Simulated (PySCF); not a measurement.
H2AlO2, charge +1, singlet, at a GFN2-xTB geometry (such geometries of metal compounds can be far from the true shape); PySCF with MP2/cc-pVTZ.

PySCF was given this input:
```python
from pyscf import gto, scf, mp

mol = gto.M(
    atom='''
Al    0.00132080    0.02336884    0.00560416
O     1.23746324    0.11111106   -1.01695056
H     1.88158776    0.60380242   -1.53726831
O    -1.24415863   -0.22957239    0.98854196
H    -1.84519501    0.04009327    1.69168308
''',
    basis='cc-pvtz',
    charge=1,
    verbose=4,
)

mf = scf.RHF(mol)
mf.kernel()

pt = mp.MP2(mf, frozen=7)
pt.kernel()
print('E(MP2) = %.10f' % pt.e_tot)
```

What does PySCF print? Leave out banner, timings and long lists.


```
PySCF version 2.14.0

[INPUT] verbose = 4
[INPUT] num. atoms = 5
[INPUT] num. electrons = 30
[INPUT] charge = 1
[INPUT] spin (= nelec alpha-beta = 2S) = 0
[INPUT] symmetry False subgroup None
[INPUT] Mole.unit = angstrom
[INPUT] Symbol           X                Y                Z      unit          X                Y                Z       unit  Magmom
[INPUT]  1 Al     0.001320800000   0.023368840000   0.005604160000 AA    0.002495950265   0.044160707449   0.010590327558 Bohr   0.0
[INPUT]  2 O      1.237463240000   0.111111060000  -1.016950560000 AA    2.338466612817   0.209969472810  -1.921758040623 Bohr   0.0
[INPUT]  3 H      1.881587760000   0.603802420000  -1.537268310000 AA    3.555685545734   1.141021207150  -2.905016085873 Bohr   0.0
[INPUT]  4 O     -1.244158630000  -0.229572390000   0.988541960000 AA   -2.351119066214  -0.433828942862   1.868073567041 Bohr   0.0
[INPUT]  5 H     -1.845195010000   0.040093270000   1.691683080000 AA   -3.486913215314   0.075765299738   3.196817710761 Bohr   0.0

nuclear repulsion = 95.5214274687633
number of shells = 39
number of NR pGTOs = 175
number of NR cGTOs = 122
basis = cc-pvtz
ecp = {}

******** <class 'pyscf.scf.hf.RHF'> ********
method = RHF
initial guess = minao
damping factor = 0
level_shift factor = 0
DIIS = <class 'pyscf.scf.diis.CDIIS'>
diis_start_cycle = 1
diis_space = 8
diis_damp = 0
SCF conv_tol = 1e-09
SCF conv_tol_grad = None
SCF max_cycles = 50
direct_scf = True
direct_scf_tol = 1e-13
Set gradient conv threshold to 3.16228e-05
Initial guess from minao.
init E= -393.018327677791
  HOMO = -0.524923635138359  LUMO = -0.137780911791671  gap/eV = 10.53469
cycle= 1 E= -392.626238213268  delta_E= 0.392  |g|= 0.657  |ddm|= 1.58
  HOMO = -0.676839297851197  LUMO = -0.193446806836137  gap/eV = 13.15378
cycle= 2 E= -392.68404575906  delta_E= -0.0578  |g|= 0.41  |ddm|= 0.583
  HOMO = -0.757077714745908  LUMO = -0.194979697825953  gap/eV = 15.29547
cycle= 3 E= -392.710948537802  delta_E= -0.0269  |g|= 0.0474  |ddm|= 0.155
  HOMO = -0.744511724141393  LUMO = -0.186989335062856  gap/eV = 15.17096
cycle= 4 E= -392.711698416209  delta_E= -0.00075  |g|= 0.00851  |ddm|= 0.0443
  HOMO = -0.744235009031942  LUMO = -0.187384978008536  gap/eV = 15.15266
cycle= 5 E= -392.711742368147  delta_E= -4.4e-05  |g|= 0.00274  |ddm|= 0.00935
  HOMO = -0.744008837870505  LUMO = -0.187481000923967  gap/eV = 15.14389
cycle= 6 E= -392.711747706708  delta_E= -5.34e-06  |g|= 0.000631  |ddm|= 0.00403
  HOMO = -0.74399965578629  LUMO = -0.18753812908901  gap/eV = 15.14209
cycle= 7 E= -392.711747984713  delta_E= -2.78e-07  |g|= 0.000119  |ddm|= 0.000941
  HOMO = -0.743984062814863  LUMO = -0.187534251195997  gap/eV = 15.14177
cycle= 8 E= -392.711747994102  delta_E= -9.39e-09  |g|= 3.73e-05  |ddm|= 0.000162
  HOMO = -0.743978250478007  LUMO = -0.187535989029309  gap/eV = 15.14157
cycle= 9 E= -392.711747995171  delta_E= -1.07e-09  |g|= 8.75e-06  |ddm|= 5.8e-05
  HOMO = -0.743976844842402  LUMO = -0.187536091737819  gap/eV = 15.14152
cycle= 10 E= -392.711747995232  delta_E= -6.16e-11  |g|= 1.91e-06  |ddm|= 1.28e-05
  HOMO = -0.743976886835508  LUMO = -0.187536120412432  gap/eV = 15.14152
Extra cycle  E= -392.711747995235  delta_E= -2.73e-12  |g|= 9.15e-07  |ddm|= 2.14e-06
converged SCF energy = -392.711747995235

******** <class 'pyscf.mp.mp2.RMP2'> ********
nocc = 8, nmo = 115
frozen orbitals 7
E(RMP2) = -393.247818488577  E_corr = -0.536070493342237
E(SCS-RMP2) = -393.237163927985  E_corr = -0.525415932750247
E_corr(same-spin) = -0.136002299146659
E_corr(oppo-spin) = -0.400068194195578
E(MP2) = -393.2478184886
```
